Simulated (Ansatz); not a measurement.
Ansatz results at the PBE0-D4/def2-TZVP geometry: HOMO energy (PBE0/def2-TZVPP) -8.20 eV; size of the dipole moment (ωB97M-V/def2-TZVPP) 1.51 D; LUMO energy (PBE0/def2-TZVPP) -0.74 eV.

Each molecule was computed in one conformer, which needn't be the lowest.

(1) Which molecule gave them?
A. `C[SiH](O)O[Si](C)(O)O`
B. `CN([SiH2]Cl)[SiH](O)F`
C. `C[SiH2]C[SiH2]Cl`
D. `C=C[SiH](O)O[SiH2]O`

## Answers

(1) D. The others give `CN([SiH2]Cl)[SiH](O)F`: -7.89, 2.34, 0.27; `C[SiH2]C[SiH2]Cl`: -8.48, 2.19, 0.07; `C[SiH](O)O[Si](C)(O)O`: -8.35, 1.95, 0.57.
